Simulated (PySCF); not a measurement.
**Basis-set dependence of population analyses: `CC(=O)c1cccs1`**

Compound: C6H6OS.
Numbering: `[CH3:1][C:2](=[O:3])[c:4]1[cH:5][cH:6][cH:7][s:8]1` (hydrogens: H9, H10, H11 on C1; H12 on C5; H13 on C6; H14 on C7)

PBE0 throughout (PySCF), one geometry, spherical d and f functions. One conformer (not necessarily the lowest) at the PBE0-D3(BJ)/def2-SVP geometry, without solvent, vibrations or thermal averaging. The first 7 of 12 kinds of atom are listed.

Mulliken charges (e):

```
        basis  functions      C1      C2      O3      C4      C5      C6      C7
       STO-3G         50  -0.263  +0.156  -0.193  -0.142  -0.100  -0.110  -0.201
        6-31G         88  -0.591  +0.376  -0.408  -0.488  -0.061  -0.101  -0.550
       6-31G*        128  -0.650  +0.444  -0.423  -0.290  -0.124  -0.139  -0.401
     pcSseg-1        173  -0.282  +0.288  -0.359  -0.496  +0.039  -0.040  -0.270
6-311+G(2d,p)        260  -0.798  +0.617  -0.469  +0.329  +0.213  -0.492  +0.120
```

IAO charges (e):

| basis | functions | C1 | C2 | O3 | C4 | C5 | C6 | C7 |
| --- | --- | --- | --- | --- | --- | --- | --- | --- |
| STO-3G | 50 | -0.439 | +0.175 | -0.185 | -0.206 | -0.157 | -0.180 | -0.280 |
| 6-31G | 88 | -0.491 | +0.344 | -0.397 | -0.199 | -0.143 | -0.179 | -0.289 |
| 6-31G* | 128 | -0.477 | +0.376 | -0.416 | -0.217 | -0.135 | -0.173 | -0.297 |
| pcSseg-1 | 173 | -0.474 | +0.378 | -0.423 | -0.225 | -0.139 | -0.178 | -0.303 |
| 6-311+G(2d,p) | 260 | -0.487 | +0.384 | -0.435 | -0.224 | -0.142 | -0.181 | -0.310 |

Task: Which scheme is steadiest as the basis changes?

Result: Largest range over the bases for any column: IAO 0.25 e, Mulliken 0.82 e. IAO charges move least and Mulliken charges most, counted in e. Without the minimal STO-3G basis the ranges are IAO 0.04, Mulliken 0.82 e.

Task: How much do the charges still move between the two largest bases, pcSseg-1 and 6-311+G(2d,p)?

Result: At most, over all atoms: Mulliken 0.825 e, IAO 0.013 e.

Task: What do the same runs give for the total energy, the frontier levels and the dipole moment?

Result: 
| basis | energy (Eh) | HOMO (eV) | LUMO (eV) | μ (D) |
| --- | --- | --- | --- | --- |
| STO-3G | -696.9344 | -4.14 | 1.47 | 2.25 |
| 6-31G | -705.0189 | -7.12 | -1.59 | 2.99 |
| 6-31G* | -705.1383 | -6.98 | -1.49 | 2.82 |
| pcSseg-1 | -705.1092 | -7.29 | -1.82 | 2.98 |
| 6-311+G(2d,p) | -705.2614 | -7.23 | -1.84 | 3.05 |

The dipole is fixed by the density alone, so its range of 0.80 D shows that the density itself changes with the basis, not only its division among atoms.
